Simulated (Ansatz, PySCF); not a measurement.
Reaction (SMILES): [SiH4] (SiH4) → [SiH3] (SiH3) + H atom (the H-Si bond at the site shown breaks; other sites are not compared here)
Structures are relaxed separately at B3LYP-D3(BJ)/def2-TZVP in Ansatz (a quantum-chemistry and plane-wave program).

Property: bond dissociation energy (enthalpy at 298 K, with B3LYP-D3(BJ) rigid-rotor harmonic-oscillator terms from PySCF), in kcal/mol. Cores are frozen in the correlated levels unless marked. UHF or UKS for open shells. No spin-orbit coupling. No relativistic terms. Basis-set limits of correlation are two-point, X^-3; Hartree-Fock from the larger set.

Level to compare with: CCSD(T)/CBS(def2-TZVPPD,def2-QZVPPD) (Ansatz), 91.9 kcal/mol. It is a level with limits of its own, and the differences hold the functionals' basis error too.

Problem. Rank these functionals by how close they come to CCSD(T)/CBS(def2-TZVPPD,def2-QZVPPD), closest first: HSE06/def2-TZVPD (Ansatz); TPSSh/def2-TZVPD (PySCF); revPBE/def2-TZVPD (Ansatz).

Solution. TPSSh/def2-TZVPD (hybrid meta-GGA, 91.7 kcal/mol, difference -0.2), HSE06/def2-TZVPD (screened hybrid, 87.0 kcal/mol, difference -4.9), revPBE/def2-TZVPD (GGA, 84.8 kcal/mol, difference -7.1)
